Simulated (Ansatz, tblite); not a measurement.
Removing and adding an electron: `c1cc2sc1-c1ccc(s1)-c1ccc(s1)-c1ccc(s1)-c1ccc(s1)-c1ccc(s1)-c1ccc(s1)-c1ccc(s1)-c1ccc(s1)-c1ccc(s1)-c1ccc(s1)-c1ccc-2s1`. Charge 0, multiplicity 1. Geometry: PBE-D4/def2-SVP. Ansatz, gas phase; energy differences of separate SCF runs; the oxidised species was run as a doublet alone; the reduced species was run as a doublet alone.

Cartesian coordinates in Å:
```
C 3.434 -0.535 -8.090
C 2.266 0.138 -8.508
C 1.358 0.381 -7.471
S 1.984 -0.249 -5.961
C 3.452 -0.828 -6.722
C 4.468 -1.505 -5.962
C 5.657 -2.086 -6.419
C 6.425 -2.679 -5.394
C 5.845 -2.570 -4.125
S 4.323 -1.709 -4.229
C 6.343 -3.057 -2.867
C 7.521 -3.768 -2.611
C 7.700 -4.092 -1.250
C 6.665 -3.638 -0.425
S 5.460 -2.796 -1.377
C 6.521 -3.785 0.998
C 7.395 -4.396 1.906
C 6.938 -4.361 3.240
C 5.702 -3.721 3.392
S 5.115 -3.164 1.839
C 4.947 -3.504 4.597
C 5.265 -3.878 5.907
C 4.291 -3.500 6.855
C 3.199 -2.826 6.297
S 3.405 -2.673 4.564
C 2.038 -2.295 6.959
C 1.695 -2.370 8.314
C 0.480 -1.723 8.625
C -0.141 -1.134 7.517
S 0.817 -1.403 6.075
C -1.371 -0.391 7.468
C -2.242 -0.074 8.516
C -3.361 0.685 8.111
C -3.377 0.970 6.741
S -1.968 0.278 5.963
C -4.354 1.711 5.990
C -5.477 2.402 6.460
C -6.231 3.016 5.438
C -5.707 2.812 4.156
S -4.253 1.840 4.246
C -6.217 3.276 2.894
C -7.348 4.062 2.645
C -7.565 4.320 1.274
C -6.606 3.739 0.437
S -5.427 2.859 1.387
C -6.518 3.790 -0.998
C -7.429 4.333 -1.911
C -7.021 4.210 -3.256
C -5.788 3.567 -3.410
S -5.140 3.119 -1.846
C -5.070 3.280 -4.623
C -5.458 3.521 -5.946
C -4.495 3.123 -6.898
C -3.343 2.568 -6.330
S -3.477 2.552 -4.584
C -2.165 2.072 -6.990
C -1.835 2.131 -8.349
C -0.585 1.551 -8.652
C 0.078 1.033 -7.533
S -0.889 1.276 -6.093
H 4.258 -0.804 -8.764
H 2.079 0.451 -9.544
H 5.951 -2.079 -7.477
H 7.386 -3.182 -5.565
H 8.230 -4.044 -3.403
H 8.564 -4.649 -0.863
H 8.344 -4.854 1.597
H 7.491 -4.789 4.087
H 6.191 -4.412 6.162
H 4.373 -3.705 7.931
H 2.319 -2.887 9.055
H 0.054 -1.677 9.636
H -2.064 -0.393 9.552
H -4.153 1.018 8.794
H -5.733 2.458 7.527
H -7.145 3.597 5.618
H -7.996 4.439 3.447
H -8.397 4.925 0.891
H -8.371 4.803 -1.598
H -7.606 4.581 -4.108
H -6.425 3.971 -6.207
H -4.629 3.226 -7.983
H -2.490 2.596 -9.097
H -0.161 1.507 -9.664
```

The xTB rows come from tblite. Single mean-field runs in def2-TZVP are fitted with def2-universal-jkfit.

(1) Estimate orbital energies and vertical ionisation energies and electron affinities at: GFN1-xTB; GFN2-xTB; PBE-D4/def2-TZVP; revPBE-D4/def2-TZVP; PBE0-D4/def2-TZVP.

## Answers

(1) 
| level | −HOMO (eV) | vertical IE (eV) | −LUMO (eV) | vertical EA (eV) | HOMO–LUMO gap (eV) | IE − EA (eV) | remarks |
| --- | --- | --- | --- | --- | --- | --- | --- |
| GFN1-xTB | 9.99 | 11.02 | 8.93 | 7.89 | 1.06 | 3.13 | – |
| GFN2-xTB | 9.32 | 10.34 | 8.27 | 7.26 | 1.04 | 3.08 | – |
| PBE-D4/def2-TZVP | 4.12 | 5.17 | 3.21 | 2.28 | 0.91 | 2.89 | restricted SCF unstable in HF (singlet) |
| revPBE-D4/def2-TZVP | 4.04 | 5.18 | 3.13 | 2.29 | 0.91 | 2.89 | restricted SCF unstable in HF (singlet) |
| PBE0-D4/def2-TZVP | 4.73 | 5.47 | 2.74 | 2.09 | 1.99 | 3.39 | restricted SCF unstable in HF (singlet) |

   Raw xTB energy differences between charge states are shifted by several eV; the methods need an empirical correction for them. Sets without diffuse functions give affinities that are too small.
